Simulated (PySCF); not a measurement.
Constitutional and geometric isomers with formula CH5BSi. Gas-phase values, no solvent. One relaxed conformer stands for each flexible species; it need not be the lowest. Strings in code marks are SMILES.

All values below come from PySCF with r2SCAN-D4/def2-TZVP. Delta-SCF ions had no search for a lower state. 

```csv
species,vertical ionisation energy (Delta-SCF) (eV),LUMO (eV)
`[SiH2]1BC1`,9.02,(withheld)
`C(/[SiH3])=B/[H]`,9.15,(withheld)
`[H]/B=[SiH]/C`,7.45,-3.28
`B[SiH]=C`,8.82,-3.65
`C=B[SiH3]`,8.84,-2.62
`CB=[SiH2]`,7.61,(withheld)
```

**Question.** Some entries are withheld; supply them.

**Answer.** 
- `[SiH2]1BC1`, LUMO (eV): -2.16
- `C(/[SiH3])=B/[H]`, LUMO (eV): -1.89
- `CB=[SiH2]`, LUMO (eV): -2.83
